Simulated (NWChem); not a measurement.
System: diboron tetrafluoride (B2F4); SMILES FB(F)B(F)F

```xyz
6

F      0.7983    -0.7983     1.5513
B      0.0000     0.0000     0.8574
F     -0.7983     0.7983     1.5513
B      0.0000     0.0000    -0.8574
F     -0.7983    -0.7983    -1.5513
F      0.7983     0.7983    -1.5513
```
Atoms are numbered in this order, from 1.

All runs: NWChem. Pople sets run with spherical d functions. The geometry was optimised at B3LYP/6-31G* (spherical d). Ions are spin-unrestricted doublets at the neutral geometry; other ion states weren't tried. Functional: LC-ωPBE (HJS hole) with 6-31G*; rows give the range parameter ω in 1/bohr.

```
range parameter (1/bohr)  vertical ionisation energy, ΔSCF (eV)  −ε(HOMO) (eV)  ΔSCF minus −ε(HOMO) (eV)
------------------------  -------------------------------------  -------------  ------------------------
0.05                                                      11.71           8.55                      3.16
0.15                                                      11.86           9.96                      1.90
0.30                                                      12.35          11.60                      0.75
0.35                                                      12.53          12.02                      0.51
0.40                                                      12.70          12.40                      0.30
```
